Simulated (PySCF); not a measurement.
Compound: C₆H₃F₅.
Cartesian coordinates in Å at the PBE0-D3(BJ)/def2-SVP level; atoms count from 1:
```xyz
14
C6H3F5 angstrom
F     -3.073   -0.472   -1.700
C     -3.055   -0.027   -0.448
C     -1.913    0.162    0.225
C     -0.606   -0.090   -0.327
C      0.538    0.103    0.356
F      0.521    0.548    1.613
C      1.863   -0.143   -0.176
F      1.900   -0.585   -1.433
C      3.036    0.028    0.457
F      3.166    0.451    1.682
F      4.184   -0.220   -0.112
H     -4.054    0.158   -0.047
H     -1.993    0.529    1.250
H     -0.520   -0.457   -1.350
```

Level: B3LYP/def2-SVPD in PySCF, non-relativistic, on one gas-phase PBE0-D3(BJ)/def2-SVP geometry that isn't relaxed in the solvent. The solvent is an IEF-PCM continuum (cavity from Bondi-type radii × 1.2). Only the electrostatic response of the medium enters.

Gas phase at B3LYP/def2-SVPD: HOMO -6.39 eV, LUMO -2.03 eV, dipole 1.41 D.

What does the continuum do to the energy, the frontier levels and the dipole at B3LYP/def2-SVPD in acetonitrile and water?

```json
{"solvent": "acetonitrile", "ε": "35.69", "E(solvent) − E(gas) (kcal/mol)": "-3.04", "polarisation term (kcal/mol)": "-3.35", "distortion of the solute (kcal/mol)": "0.31", "HOMO (eV)": "-6.22", "LUMO (eV)": "-1.85", "dipole (D)": "1.80"}
{"solvent": "water", "ε": "78.36", "E(solvent) − E(gas) (kcal/mol)": "-3.11", "polarisation term (kcal/mol)": "-3.45", "distortion of the solute (kcal/mol)": "0.34", "HOMO (eV)": "-6.21", "LUMO (eV)": "-1.84", "dipole (D)": "1.81"}
```

The polarisation term is half the interaction of the solute with the surface charges that it induces; the rest is the cost of distorting the solute's density. The sum is the electrostatic part of solvation alone. From acetonitrile to water the lowering changes by a factor 1.03, Onsager's factor (ε − 1)/(2ε + 1) by 1.02 and ε itself by 2.2.

Which radius a makes the point-dipole formula ΔE = −[(ε − 1)/(2ε + 1)]·μ²/a³ give the value in water, with the gas-phase dipole?

μ = 0.553 au and |ΔE| = 0.00496 Eh give a = 1.65 Å; the farthest nucleus lies 4.19 Å from the centroid of the nuclei, so such a sphere wouldn't even hold the nuclei. The formula assumes a rigid point dipole at the centre of a sphere.

Give the dipole vector in the frame of the coordinates (D, pointing from negative to positive charge), gas and water.

Gas (-1.16, 0.31, 0.73), solvent (-1.53, 0.38, 0.88). Its length changes by +29 % and its direction by 2°.

How does the static polarisability (B3LYP/def2-SVPD, frozen core, with the continuum's full static response) change?

```
      medium  isotropic (au)  principal values (au)  ⟨r²⟩ of the electrons (bohr²)
         gas            95.9      47.7, 68.5, 171.6                         2366.2
acetonitrile           130.0      63.3, 88.9, 237.8                         2366.0
       water           131.0      63.9, 89.6, 239.5                         2365.9
```

The isotropic value in water is 1.37 times the gas-phase one; no cavity-field correction is applied. ⟨r²⟩ is taken about the centre of nuclear charge.

Hardware: one thread, Intel Xeon 6975P-C (x86_64), on a shared host. Cost: 34 s, 1.2 GiB resident at most. This is the whole response run at B3LYP/def2-SVPD in water, SCF included.
